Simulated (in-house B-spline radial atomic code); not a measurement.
## RPBE excitations of Ar8+

Method: RPBE. Computed with a B-spline radial code for spherical atoms: linear response of the closed shell [He] 2s2 2p6 with the functional's adiabatic kernel; scalar-relativistic (spin-free one-electron X2C), finite nucleus, no spin-orbit coupling, no double excitations, S, P, D and F terms only. Only terms of natural parity with L up to 3 were computed.

Command:
```bash
python run_td.py task.json out
```
Settings (radii: box in bohr, nucleus in fm):
```
Z                        18
electrons                10
configuration            [He] 2s2 2p6
hamiltonian              x2c
method                   rpbe,pbe
box_radius               11.59
rms_radius               3.4274
intervals                70
```

Time taken, with all properties: 0.4 s on 1 thread of Arm Neoverse N1, with other jobs on the host.

The lowest states, in the order of their Tamm-Dancoff energies; the method's threshold (minus the highest occupied level) is 395.21 eV. Labels give the largest channel, * marks a mixed state, and oscillator strengths are full-response dipole values. Semilocal kernels can invert the small singlet-triplet splittings of Rydberg terms. Energies in eV:

```tsv
state	full response	Tamm-Dancoff	oscillator strength
2p → 3s 3P	?	?	-
2p → 3s 1P	243.44	243.47	0.193
2p → 3p 3S	?	?	-
2p → 3p 3D	259.00	259.01	-
2p → 3p 1D	260.36	260.37	-
2p → 3p 1S	269.82	270.46	-
2p → 3d 3P	282.26	282.28	-
2p → 3d 3F	282.54	282.57	-
2p → 3d 1F	283.68	283.68	-
2p → 3d 1P	288.39	288.58	1.75
2s → 3s 3S	308.00	308.01	-
2s → 3s 1S	311.49	311.66	-
2p → 4s 3P	320.62	320.62	-
2p → 4s 1P	321.09	321.09	0.0211
2s → 3p 3P	325.66	325.67	-
2p → 4p 3S	326.63	326.64	-
```

Question: Where does 2p → 3p 3S lie?

Answer: At 257.70 eV in full response, 257.75 eV in Tamm-Dancoff.

Question: Where does 2p → 3s 3P lie?

Answer: At 241.76 eV in full response, 241.77 eV in Tamm-Dancoff.

Question: How large is the singlet-triplet splitting of 2p → 3s (P terms) in Tamm-Dancoff?

Answer: 1.7 eV, from the unrounded values.

Question: What polarisabilities and dispersion coefficient does the method give?

Answer: Dipole 0.03816 bohr³, quadrupole 0.01141 bohr⁵, C6 0.01413 hartree·bohr⁶ for two such species.
